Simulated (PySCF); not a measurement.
# Spinor energies of Ni⁺ (nickel, charge +1)

Start: [Ar] 3d8 4p1; 3d3/2 filled at m_j = -1/2, +1/2, +3/2; 3d5/2 filled at m_j = -3/2, -1/2, +1/2, +3/2, +5/2; 4p3/2 filled at m_j = +3/2. Calculated with PySCF 2.14 in x2c-TZVPall-2c with one added diffuse shell each of s, p, d type (7s8p5d1f, 63 functions): generalised Hartree-Fock with the X2C-1e Hamiltonian and a Gaussian nucleus; one run each with spin-orbit coupling (SO) switched off, then screened by Boettger's factors. This is a chosen level, not necessarily the ground level.

```
spinor shell  electrons  ε, spin-free (eV)  ε, screened SO (eV)  weight of nominal j (screened SO)  rms radius, screened SO (bohr)
       1s1/2          2            -8413.4              -8413.2                              1.000                          0.0624
       2s1/2          2            -1061.5              -1061.5                              1.000                           0.265
       2p1/2          2            -910.76              -923.18                              0.999                           0.236
       2p3/2          4            -910.76              -904.69                              0.999                           0.239
       3s1/2          2            -146.64              -146.65                              1.000                           0.796
       3p1/2          2            -100.58              -104.45                              0.798                           0.842
       3p3/2          4            -100.58              -98.679                              0.899                           0.851
       3d5/2          5            -29.522              -29.914                              0.621                            1.09
       3d3/2          3            -29.522              -28.937                              0.642                            1.09
       4p3/2          1            -11.007              -10.980                              1.000                            3.62
```

```json
{"quantity": "E (hartree)", "spin-free": "-1518.61394", "screened SO": "-1518.65016"}
{"quantity": "M_J", "spin-free": "11/2", "screened SO": "11/2"}
{"quantity": "⟨J²⟩", "spin-free": "35.758", "screened SO": "35.758"}
{"quantity": "⟨L²⟩", "spin-free": "20.005", "screened SO": "20.014"}
{"quantity": "⟨S²⟩", "spin-free": "3.752", "screened SO": "3.751"}
```

Each row is a mean over spinors that exchange with the open shell spreads, by up to 11.028 eV (3p3/2).

Rows whose weight is well below 1 are mixtures of j = l ± 1/2: exchange outweighs spin-orbit coupling there, and the label is only the starting occupation.

Without spin-orbit coupling the j labels of p, d and f shells carry no meaning; the spin-free column gives the mean over the occupied spinors of each nl shell.
